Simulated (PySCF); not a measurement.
C5H10Si2.
Atom-mapped SMILES: `[CH:1]#[C:2][SiH2:3][SiH:4]1[CH2:5][CH2:6][CH2:7]1`

Geometry (GFN2-xTB, Å), atoms numbered from 1 in this order:
```xyz
17
C5H10Si2 angstrom
C      3.101    1.519   -0.077
C      2.652    0.407   -0.183
Si     1.897   -1.277   -0.320
Si    -0.408   -1.135   -0.242
C     -1.221    0.037    1.042
C     -2.001    0.760   -0.071
C     -1.304    0.180   -1.316
H      3.505    2.486    0.013
H      2.404   -1.855   -1.573
H      2.462   -2.056    0.792
H     -1.102   -2.437   -0.297
H     -0.516    0.701    1.539
H     -1.857   -0.394    1.812
H     -1.939    1.846   -0.007
H     -3.054    0.481   -0.051
H     -0.633    0.904   -1.776
H     -1.994   -0.157   -2.086
```

NICS is the negative of the GIAO shielding at a point without a nucleus: at the ring centre (0) and 1 Å above and below it (1); zz is the component along the ring normal. Level: GIAO PBE0/pcSseg-1 (PySCF, non-relativistic, gas phase) on the GFN2-xTB geometry, one conformer.

Ring bond lengths (Å), with Mayer bond orders in brackets: Si4–C5 1.919 (0.93), C5–C6 1.539 (1.00), C6–C7 1.539 (1.00), C7–Si4 1.920 (0.93).

Problem. What do the NICS probes read (ppm)?

Solution. 
```tsv
ring	type	NICS(0)	NICS(1), two faces	NICS(1)zz, two faces	rms pucker (Å)	centre to ring atoms, mean (Å)
Si4–C5–C6–C7	4-membered ring with Si; formal bonds all single	2.2	0.5 / 0.1	6.2 / 6.6	0.07	1.22
```

Problem. What can be read from them?

Solution. 
- Si4–C5–C6–C7: mean NICS(1)zz 6.4 ppm, deshielded. Si4, C5, C6, C7 have four or more neighbours, so the value isn't read as a sign of a π ring current.

Problem. What is the mean of the two in-plane components of NICS at the first NICS(1) probe listed for ring Si4–C5–C6–C7, 1 Å off the ring?

Solution. The isotropic value is a third of the trace: (3 × 0.5 − (6.2))/2 = -2.4 ppm.

Problem. Give the inner angles of the rings and the Hirshfeld charges of the ring atoms.

Solution. 
- Si4–C5–C6–C7: Si4 76.0° (+0.280 e), C5 91.0° (-0.161 e), C6 100.3° (-0.069 e), C7 91.0° (-0.161 e); sum 358.3° against 360° for a flat convex ring.
